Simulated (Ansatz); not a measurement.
Cost and result for the atomization energy of CH3BBrInO (`Br[B]1O[CH2][InH]1`) (8 atoms, 8 bonds).

Charge 0, multiplicity 1. Correlated methods include outer-core shells of Br, In, which these sets cover unevenly. Scalar relativity is left out up to krypton. In takes the def2 core potential. The geometry is a stationary point of PBE0-D4/def2-TZVP. Program: Ansatz. All runs use 4 threads of an Arm Neoverse V2 on a shared host. Times are those of one run each, without the atoms' runs, and a repeat can differ threefold. Electronic energies, without spin–orbit coupling; frozen cores. CCSD(T)/CBS adds CCSD(T) − MP2 in def2-TZVPP to the MP2 limit, and its time is that of the two runs behind it. T1 = 0.014. With those shells the extrapolation isn't a true limit. HSE06 is the plane-wave form, built on full-range PBE exchange.

CCSD(T)/CBS is a level of theory with its own doubt, some kJ/mol a heavy atom from the limit and from the frozen cores, so smaller differences don't rank the functionals.

```
                           level  functions  wall time
          LDA (SPW92)/def2-TZVPP        233      1.2 s
            revPBE-D4/def2-TZVPP        233      2.2 s
             BHLYP-D4/def2-TZVPP        233      3.4 s
             HSE06-D4/def2-TZVPP        233      3.6 s
         CAM-B3LYP-D4/def2-TZVPP        233      3.8 s
           r2SCANh-D4/def2-TZVPP        233        6 s
             PBE-QIDH/def2-TZVPP        233        6 s
              ωB97X-V/def2-TZVPP        233      8.5 s
                CCSD(T)/def2-SVP        115       10 s
ωB97M-V/def2-TZVPP (with forces)        233       12 s
                  MP2/def2-QZVPP        432       19 s
              CCSD(T)/def2-TZVPP        233    3.5 min
               CCSD(T)/CBS(def2)          –    3.8 min
```

Problem. What atomization energy does each give, and how far from CCSD(T)/CBS? (Estimate.)

Solution. Ansatz gave: 
```tsv
level	atomization (kcal/mol)	difference from CCSD(T)/CBS	per bond
LDA (SPW92)/def2-TZVPP	750.4	113.6	14.2
revPBE-D4/def2-TZVPP	633.3	-3.5	-0.4
BHLYP-D4/def2-TZVPP	605.9	-30.9	-3.9
HSE06-D4/def2-TZVPP	640.1	3.3	0.4
CAM-B3LYP-D4/def2-TZVPP	633.9	-2.9	-0.4
r2SCANh-D4/def2-TZVPP	636.3	-0.5	-0.1
PBE-QIDH/def2-TZVPP	634.9	-1.9	-0.2
ωB97X-V/def2-TZVPP	637.5	0.7	0.1
CCSD(T)/def2-SVP	598.5	-38.3	-4.8
ωB97M-V/def2-TZVPP (with forces)	637.0	0.2	0.0
MP2/def2-QZVPP	648.2	11.4	1.4
CCSD(T)/def2-TZVPP	618.7	-18.1	-2.3
CCSD(T)/CBS(def2)	636.8	0.0	0.0
```

In def2-TZVPP, CCSD(T) changes the Hartree–Fock value by +179.3 kcal/mol (the triples alone add +15.0 kcal/mol) and MP2 by +198.1 kcal/mol; breaking electron pairs costs correlation energy, which Hartree–Fock lacks. Leaving LDA and LC-ωPBE aside and taking each functional with its dispersion term where it has one, the values, not all of them listed here, spread over 49.8 kcal/mol, from BHLYP-D4 to PBE-D4. LDA lies +99.5 kcal/mol from PBE without D4, its usual overbinding. The D4 term adds +7.8 kcal/mol with B3LYP and +4.1 kcal/mol with PBE0; it sums over pairs of atoms, weighted by their polarisabilities, and B3LYP, whose exchange is more repulsive, gets the larger term.

B3LYP here is the variant with VWN-RPA as its local correlation; programs differ in this.

Spin–orbit coupling would lower the free In atoms strongly, and the atomization energy with them, by more than many differences here.
